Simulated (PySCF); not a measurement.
**Mn²⁺: excitation energy**

Mn²⁺ [Ar] 3d5 (6S) → Mn²⁺ [Ar] 3d4 4p1 (high-spin determinant), as a difference of total energies. All numbers are calculated (PySCF 2.14, no relativity, point nucleus, in def2-TZVPPD). Correlated levels: valence: [Ar] frozen; valence and next inner shell: [Ne] frozen. The calculations carry no spin-orbit coupling.

| method | excitation energy (cm⁻¹) |
| --- | --- |
| UHF | 106970 |
| LDA | 111280 |
| PBE | 108950 |
| PBE0 | 110030 |
| r2SCAN | 110140 |
| TPSSh | 109280 |
| r2SCAN0 | 110830 |
| M06-2X | 108660 |
| revPBE | 108810 |
| MP2 (valence) | 111710 |
| SCS-MP2 (valence) | 108550 |
| MP2 (valence and next inner shell) | 114460 |
| SCS-MP2 (valence and next inner shell) | 111400 |

A first-order spin-orbit estimate (lowest level to lowest level, LS coupling) adds -0.100 eV.

The determinant of the upper state mixes LS terms, which raises its energy above the lowest term, most at the Hartree-Fock and MP2 levels.
